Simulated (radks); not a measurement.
Task: Coherent X-ray form factor from a spherical all-electron density. Calculated with a radial shooting solver on a logarithmic mesh with Libxc functionals: scalar-relativistic Kohn-Sham, PBE, spin-unpolarised, spherical densities, finite nucleus; Fermi nuclear charge, rms radius of each element as measured or else 0.836 A^(1/3) + 0.57 fm.

| sin(theta)/lambda (1/angstrom) | f0 (electrons) |
|---|---|
| 0.05 | 20.829 |
| 0.1 | 20.331 |
| 0.15 | 19.547 |
| 0.2 | 18.540 |
| 0.25 | 17.381 |
| 0.3 | 16.144 |
| 0.4 | 13.684 |
| 0.5 | 11.530 |
| 0.6 | 9.831 |
| 0.8 | 7.686 |
| 1 | 6.553 |
| 1.25 | 5.605 |
| 1.5 | 4.744 |
| 2 | 3.216 |

The species is in the configuration that NIST lists as its ground one. Which atom or ion scatters so?

Result: The iron ion Fe5+, [Ar] 3d3. Extrapolating in s^2 from the first two rows gives f0(0) = 21.0, near the electron count 21; among species with that count, the fall with angle is slower the higher Z, and the table is that of Z = 26; from so few rows the species is fixed only to a neighbour or two.
